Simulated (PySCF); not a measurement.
A run for PySCF: D3(BJ) and D4 dispersion corrections on H2O (SMILES O).

```python
from pyscf import gto
from pyscf.dispersion import dftd3, dftd4

mol = gto.M(
    atom='''
    O     0.00714419    0.38955560   -0.00000000
    H    -0.76845443   -0.18075189    0.00000000
    H     0.76131023   -0.20880371   -0.00000000
    ''',
    basis='def2-svp',
    charge=0, spin=0, verbose=0, max_memory=1800)
d3, d4 = {}, {}
for xc in ['hf', 'pbe', 'blyp', 'revpbe', 'tpss', 'r2scan', 'b3lyp', 'pbe0', 'bhlyp', 'camb3lyp', 'b2plyp']:
    d3[xc] = float(dftd3.DFTD3Dispersion(mol, xc=xc, version='d3bj', atm=False).get_dispersion()['energy'])
    print(f'D3(BJ) {xc:10s} {d3[xc]:14.8f} Eh')
for xc in ['hf', 'pbe', 'blyp', 'revpbe', 'tpss', 'r2scan', 'b3lyp', 'pbe0', 'bhlyp', 'camb3lyp', 'b2plyp']:
    d4[xc] = float(dftd4.DFTD4Dispersion(mol, xc={'camb3lyp': 'cam-b3lyp'}.get(xc, xc), atm=True).get_dispersion()['energy'])
    print(f'D4     {xc:10s} {d4[xc]:14.8f} Eh')
```

Output:

```
D3(BJ) hf            -0.00450231 Eh
D3(BJ) pbe           -0.00035943 Eh
D3(BJ) blyp          -0.00071916 Eh
D3(BJ) revpbe        -0.00106188 Eh
D3(BJ) tpss          -0.00042042 Eh
D3(BJ) r2scan        -0.00008484 Eh
D3(BJ) b3lyp         -0.00057383 Eh
D3(BJ) pbe0          -0.00027686 Eh
D3(BJ) bhlyp         -0.00040942 Eh
D3(BJ) camb3lyp      -0.00021234 Eh
D3(BJ) b2plyp        -0.00023428 Eh
D4     hf            -0.00098316 Eh
D4     pbe           -0.00019578 Eh
D4     blyp          -0.00047287 Eh
D4     revpbe        -0.00094917 Eh
D4     tpss          -0.00026710 Eh
D4     r2scan        -0.00004686 Eh
D4     b3lyp         -0.00031026 Eh
D4     pbe0          -0.00015671 Eh
D4     bhlyp         -0.00018233 Eh
D4     camb3lyp      -0.00014971 Eh
D4     b2plyp        -0.00013382 Eh
```

The run finished.

Cost: around 0.04 core-seconds (rough).
